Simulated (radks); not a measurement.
Values are calculated unless marked as measured or tabulated.
Numerical settings for neutral tin, [Kr] 4d10 5s2 5p2. Level of theory: Dirac Kohn-Sham, PBEsol, spin-unpolarised, spherical densities, finite nucleus; open shells fill j = l - 1/2 first; Fermi nuclear charge, rms radius 4.6519 fm (a radial shooting solver on a logarithmic mesh with Libxc functionals). The defaults (mesh step 0.008 in ln r, mesh end at 40 bohr or more with all orbitals vanishing there, Anderson mixing 0.5 over 9 steps, residual threshold near 1e-9 with the energy settled to 1e-9 hartree or 1e-11 of itself, here a cap of 55 iterations) give E = -6176.1109 hartree and 5p1/2 at -3.848 eV in 14 iterations. Run on one thread of a shared host, so times are rough (Arm Neoverse N1): 0.17 s of CPU time, 0.17 s wall, 14 iterations on 2437 mesh points. Changes against that run (0 stands for a change within the tolerance of the run):

[
 {"setting": "mesh step in ln r 0.003", "iterations": "14", "converged": "yes", "E (mhartree)": "0", "e(5p1/2) (meV)": "0", "CPU (s)": "0.42"},
 {"setting": "mesh step in ln r 0.05", "iterations": "14", "converged": "yes", "E (mhartree)": "+0.0512", "e(5p1/2) (meV)": "0", "CPU (s)": "0.05"},
 {"setting": "mesh step in ln r 0.12", "iterations": "2", "converged": "no", "E (mhartree)": "diverged", "e(5p1/2) (meV)": "-", "CPU (s)": "0.01"},
 {"setting": "mesh end (bohr) 2", "iterations": "13", "converged": "level above zero", "E (mhartree)": "+1.52e+04", "e(5p1/2) (meV)": "+1.14e+05", "CPU (s)": "0.11"},
 {"setting": "mesh end (bohr) 12", "iterations": "14", "converged": "yes", "E (mhartree)": "+0.0739", "e(5p1/2) (meV)": "+7.82", "CPU (s)": "0.16"},
 {"setting": "residual threshold 0.01", "iterations": "7", "converged": "yes", "E (mhartree)": "+0.00275", "e(5p1/2) (meV)": "-17.5", "CPU (s)": "0.12"},
 {"setting": "residual threshold 0.001", "iterations": "7", "converged": "yes", "E (mhartree)": "+0.00275", "e(5p1/2) (meV)": "-17.5", "CPU (s)": "0.12"},
 {"setting": "mixing 2.5", "iterations": "16", "converged": "yes", "E (mhartree)": "0", "e(5p1/2) (meV)": "0", "CPU (s)": "0.19"},
 {"setting": "linear mixing, mixing 0.2", "iterations": "55", "converged": "no", "E (mhartree)": "0", "e(5p1/2) (meV)": "-0.0116", "CPU (s)": "0.45"},
 {"setting": "linear mixing, mixing 0.05", "iterations": "55", "converged": "no", "E (mhartree)": "+0.187", "e(5p1/2) (meV)": "-169", "CPU (s)": "0.51"},
 {"setting": "mixing history 2", "iterations": "19", "converged": "yes", "E (mhartree)": "0", "e(5p1/2) (meV)": "0", "CPU (s)": "0.2"},
 {"setting": "iteration cap 2", "iterations": "2", "converged": "no", "E (mhartree)": "+79", "e(5p1/2) (meV)": "-4.51e+03", "CPU (s)": "0.04"}
]

Settled on a wrong energy, with an occupied level pushed above zero by the early mesh end: mesh end (bohr) 2 (+15.2 hartree). Apart from these: no run marked as converged misses the energy by more than 1 mhartree. A mesh that ends early acts as a hard wall.
